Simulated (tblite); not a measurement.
Compound: C4H7NSi.
SMILES: `C[Si@@H]1C[C@@H]1C#N`

All values are computed: GFN2-xTB (tblite) harmonic vibrations without scaling, gas phase. The method is semi-empirical: single wavenumbers can be off by several per cent or more. Modes of hydrogen on silicon can be 10 to 20 % off.

Harmonic wavenumbers (cm⁻¹): 84.8, 104.3, 142.1, 195.6, 215.2, 443.6, 484.2, 527.7, 593.6, 633.4, 683.6, 727.0, 813.8, 833.8, 837.0, 878.0, 927.6, 1055.7, 1067.5, 1105.3, 1268.4, 1366.3, 1432.2, 1461.8, 1471.6, 2333.6, 2368.9, 3029.5, 3034.3, 3036.4, 3039.8, 3056.2, 3070.7.

A = 4414, B = 2232, C = 1700 MHz; mass 97.035 u (most abundant isotopes); point group C1, symmetry number 1.

Q: Zero-point energy?

A: Half the sum of the wavenumbers: 21162 cm⁻¹ = 60.50 kcal/mol.

Q: What is S at 298.15 K and 1 bar for an ideal gas of classical rigid rotors and harmonic oscillators?

A: Translation 39.65, rotation 27.35, vibration 18.80: S = 85.8 cal/(mol K).

Q: And Cp and H(298.15 K) − H(0)?

A: Cp = 29.19 cal/(mol K), of which vibrations give 21.24 (their classical limit is 33 R = 65.6); H(298.15 K) − H(0) = 5.46 kcal/mol without the zero-point energy, 3.09 from vibrations.

Q: Which modes carry the vibrational entropy at 298.15 K?

A: 84.8 cm⁻¹: 3.78; 104.3 cm⁻¹: 3.37; 142.1 cm⁻¹: 2.78; 195.6 cm⁻¹: 2.17; 215.2 cm⁻¹: 2.00; 443.6 cm⁻¹: 0.82 cal/(mol K); the other 27 give 3.89 together.

Q: Blend soft modes into free rotors: weight 1/[1 + (100 cm⁻¹/ν̃)⁴] for the oscillator and the rest for a rotor with moment μB/(μ + B), μ = h/(8π²ν), B = 10⁻⁴⁴ kg m². What vibrational entropy results?

A: 18.00 cal/(mol K) in place of 18.80, which changes −T·S at 298.15 K by +0.24 kcal/mol.

Hindered rotation and anharmonicity are outside this model. The structure is chiral; the term R ln 2 for an equal mix with its mirror image is left out.
